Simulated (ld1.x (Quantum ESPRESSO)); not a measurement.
**selenium, PAW: configuration errors across variants**

```json
{
  "Element": "selenium (Se)",
  "Generator": "ld1.x (Quantum ESPRESSO) 7.5",
  "Type": "PAW",
  "Functional": "LDA (PZ)",
  "Relativity": "scalar-relativistic",
  "Frozen core": "[Ar]",
  "Valence charge": "16",
  "Reference configuration": "3d10 4s2 4p3 (charge +1)",
  "Partial waves": "4s (bound): rcut 1.25, rcutus 1.55 bohr; 4s channel at -0.85 Ry: rcut 1.25, rcutus 1.55 bohr; 4p (bound): rcut 1.40, rcutus 1.55 bohr; 4p channel at 3.5 Ry: rcut 1.40, rcutus 1.55 bohr; 3d (bound): rcut 0.90, rcutus 1.20 bohr; 3d channel at -3.95 Ry: rcut 0.90, rcutus 1.20 bohr",
  "Local potential": "all-electron potential smoothed inside 1.30 bohr (lloc = -1)",
  "Core correction": "Bessel-smoothed model core inside 1.20 bohr",
  "Augmentation charge": "PSQ, inside the norm-conserving radii"
}
```

All-electron excitation energies from the reference (eV): (1) 3d10 4s2 4p4 -11.009; (2) 3d10 4s2 4p2 20.558; (3) 3d10 4s2 4p1 51.714; (4) 3d10 4s1 4p4 11.585; (5) 3d10 4s0 4p6 11.086; (6) 3d9 4s2 4p4 53.358; (7) 3d10 4s2 4p0 94.287; (8) 3d10 4s2 4p3 spin -1.638; (9) 3d10 4s2 4p4 spin -11.602.

Spin tests fill each open shell by Hund’s rule, majority spin first.

2 further variants failed, have other tests or too few solved ones, and are left out.

A true bound ghost makes a file unfit for plane-wave use even where its test errors are small: the radial tests pick states by their node count and pass the ghost by.

Errors AE − PS in meV (a dash: test not solved or not reliable):

| change | (1) | (2) | (3) | (4) | (5) | (6) | (7) | (8) | (9) | bound ghosts |
| --- | --- | --- | --- | --- | --- | --- | --- | --- | --- | --- |
| base | +1.9 | -3.5 | -11 | -0.9 | 0.0 | -348 | -26 | -0.7 | +1.8 | none |
| waves 4p (bound): rcut 1.40, rcutus 2.38 bohr; 4p channel at 3.5 Ry: rcut 1.40, rcutus 2.38 bohr | +3.7 | -2.1 | -7.6 | -0.8 | +1.5 | -309 | -26 | -0.4 | +3.4 | none |
| local potential all-electron potential smoothed inside 1.52 bohr (lloc = -1) | +1.9 | -3.5 | -11 | -0.9 | 0.0 | -379 | -26 | -0.7 | +1.8 | none |
| local potential all-electron potential smoothed inside 0.90 bohr (lloc = -1) | +1.9 | -3.5 | -10 | -0.8 | 0.0 | -421 | -26 | -0.7 | +1.9 | s |
| wave 4p channel at 3.5 Ry: rcut 1.40, rcutus 1.55 bohr becomes 4p channel at 1.68 Ry: rcut 1.40, rcutus 1.55 bohr | +1.8 | -3.7 | -11 | -0.9 | 0.0 | -358 | -26 | -0.7 | +1.7 | none |
| augmentation BESSEL, radius 0.90 bohr | +1.9 | -3.7 | -11 | -0.7 | +0.1 | -290 | -27 | -0.5 | +1.9 | none |
| core correction Bessel-smoothed model core inside 0.90 bohr | +1.9 | -3.5 | -11 | -0.9 | 0.0 | -348 | -26 | -0.7 | +1.9 | none |

Q: Give the same row for: all radii but the core radius scaled by about 0.84 (s 1.30, p 1.30, d 1.00 bohr, rcut 1.04/1.18/0.76); local potential all-electron potential smoothed inside 1.08 bohr (lloc = -1).

A: +1.1, -4.2, -12, -1.3, -0.4, -441, -26, -1.1, +0.6; bound ghosts: s, p.
